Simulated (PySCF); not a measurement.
# Stationary points of AsH2

Method: B3LYP/[As def2-TZVP, H def2-TZVP], no relativity, density fitting, PySCF.

Relaxations began from a few typed shapes; open shells are unrestricted. The search is not exhaustive: other isomers or separated fragments can lie lower, and high-lying points may rest on an excited occupation.

Q: Which is the lowest minimum found?
A. doublet D∞h: As–H 1.457 Å (×2); H–As–H 180.0°
B. doublet C2v: As–H 1.530 Å (×2); H–As–H 90.8°

A: B. The others lie at 322.6 (doublet D∞h, a saddle point) kJ/mol above it.

The electron or spin density has lower symmetry than the nuclear frame for the doublet D∞h at 322.6 kJ/mol.
